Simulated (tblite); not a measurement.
C2H10O2SSi2.
SMILES with atom numbers: `[CH3:1][O:2][CH2:3][S:4][SiH2:5][O:6][SiH3:7]` (hydrogens: H8, H9, H10 on C1; H11, H12 on C3; H13, H14 on Si5; H15, H16, H17 on Si7)

Computed geometry: GFN2-xTB, gas phase.

(1) List the bond lengths, angles and torsions at this level.

## Answers

(1) 
| bond | length (bohr) |
| --- | --- |
| C1–O2 | 2.656 |
| O2–C3 | 2.638 |
| C3–S4 | 3.411 |
| S4–Si5 | 4.070 |
| Si5–O6 | 3.045 |
| O6–Si7 | 3.064 |
| C1–H8, C1–H10 | 2.063 |
| C1–H9 | 2.073 |
| C3–H11, C3–H12 | 2.076 |
| Si5–H13, Si5–H14 | 2.741 |
| Si7–H15, Si7–H16, Si7–H17 | 2.762 |

Bonds in one row agree within 0.02 bohr and their mean is given. A selection of angles:
| angle | degrees |
| --- | --- |
| O2–C1–H8 | 106.5 |
| O2–C1–H9 | 111.0 |
| H8–C1–H9 | 109.7 |
| C1–O2–C3 | 113.3 |
| O2–C3–S4 | 107.4 |
| O2–C3–H11 | 111.1 |
| S4–C3–H11 | 108.8 |
| S4–C3–H12 | 108.2 |
| H11–C3–H12 | 109.3 |
| C3–S4–Si5 | 95.7 |
| S4–Si5–O6 | 109.6 |
| S4–Si5–H13 | 103.0 |
| S4–Si5–H14 | 111.8 |
| O6–Si5–H13 | 107.6 |
| H13–Si5–H14 | 116.8 |
| Si5–O6–Si7 | 168.4 |
| O6–Si7–H15 | 108.5 |
| O6–Si7–H16 | 105.2 |
| H15–Si7–H16 | 112.4 |
| H16–Si7–H17 | 113.2 |

Torsions: C1–O2–C3–S4 173° (antiperiplanar); O2–C3–S4–Si5 -39° (synclinal); C3–S4–Si5–O6 -49° (synclinal). The mirror-image conformer, all signs reversed, is as good.

Si7 (oxygen-bound silicon) is distorted tetrahedral (angles from 105.2° to 113.2°). Of the pairs four or more bonds apart, O2···H14 is among the closest relative to their van der Waals radii: 2.68 Å, 99 % of the sum of Bondi's values. Si5 (oxygen-bound silicon) is distorted tetrahedral (angles from 103.0° to 116.8°).

Point group: C1 (no symmetry element, even within 0.4 Å). Its lowest GFN2-xTB frequency is 13i cm⁻¹, too small to tell a flat minimum from a shallow saddle. The numbers are those of one conformer. 3 starts were optimised and ended at 0.00, 0.02 and 0.90 kcal/mol (GFN2-xTB); the lowest of these is shown.

Time: 4.2 s of wall time. Hardware: one thread, Intel Xeon at 2.50 GHz (x86_64), no GPU (shared host). That covers the optimisation of the geometry.
